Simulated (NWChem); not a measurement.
C₂H₃ClF₂; SMILES CC(F)(F)Cl

Program: NWChem. The level has its own optimisation; frequencies are unscaled.

Q: What does the run give for PBE/def2-SVP? Quantities: r C–C (Å); r C–F (Å); r C–Cl (Å); highest harmonic frequency (cm⁻¹); lowest (cm⁻¹); zero-point energy (kcal/mol); dipole (D).

A: 
| Quantity | Value |
|---|---|
| r C–C (Å) | 1.510 |
| r C–F (Å) | 1.355 |
| r C–Cl (Å) | 1.813 |
| highest harmonic frequency (cm⁻¹) | 3123 |
| lowest (cm⁻¹) | 251 |
| zero-point energy (kcal/mol) | 30.9 |
| dipole (D) | 2.00 |
